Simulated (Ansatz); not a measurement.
`FBC(F)Cl` + `N=C=O` → `O=C=NBF` + `FCCl` at 600 K and 1 bar (ligand exchange at a B–C bond).

Calculated with Ansatz (gas phase, PBE0-D4/def2-TZVP geometries, no zero-point term in ΔE). CCSD(T)/CBS is the MP2 limit (def2-TZVPP, def2-QZVPP) plus CCSD(T) − MP2 in def2-TZVPP, frozen cores. This one scheme is used for every species. One conformer a species, not always the lowest.

```json
{"species": "`FBC(F)Cl`", "CCSD(T)/CBS energy (Eh)": "-723.44862", "H − E (kJ/mol)": "141.6", "S (J/(mol·K))": "386.4"}
{"species": "`N=C=O`", "CCSD(T)/CBS energy (Eh)": "-168.51995", "H − E (kJ/mol)": "83.3", "S (J/(mol·K))": "274.5"}
{"species": "`O=C=NBF`", "CCSD(T)/CBS energy (Eh)": "-293.20193", "H − E (kJ/mol)": "117.8", "S (J/(mol·K))": "358.3"}
{"species": "`FCCl`", "CCSD(T)/CBS energy (Eh)": "-598.81139", "H − E (kJ/mol)": "110.6", "S (J/(mol·K))": "304.1"}
```

H − E and S are ideal-gas, rigid-rotor, harmonic terms from PBE0-D4/def2-TZVP, for one conformer and one mirror image of each species. 1 Eh = 2625.50 kJ/mol, R = 8.31446 J/(mol·K).

**Question.** By hand: ΔE, ΔH, ΔS and ΔG.

**Answer.** ΔE = (-293.20193) + (-598.81139) − (-723.44862) − (-168.51995) = -0.04475 Eh = -117.5 kJ/mol. Δ(H − E) = 117.8 + 110.6 − 141.6 − 83.3 = 3.5, so ΔH = -114.0 kJ/mol. ΔS = 358.3 + 304.1 − 386.4 − 274.5 = 1.5 J/(mol·K). ΔG = -114.0 − 600 × (1.5)/1000 = -114.9 kJ/mol.

**Question.** By hand: the equilibrium constant, and the temperature at which ΔG would vanish if ΔH and ΔS stayed fixed.

**Answer.** log₁₀ K = −ΔG/(RT ln 10) = 10.0. ΔH and −TΔS have one sign here, so there is no such temperature. One of them is within its doubt of zero, so this could turn.

The number of gas molecules stays the same, so ΔS is small and ΔH decides. A doubt of 5 kJ/mol in ΔE shifts log₁₀ K by 0.4 here. Other conformers and mirror images would add mixing entropy, several J/(mol·K) or more a flexible species. These are equilibria of isolated gas molecules and say nothing of rates. Largest T1 diagnostic: 0.018 (customary marks: 0.02 for closed shells, 0.045 for open ones).
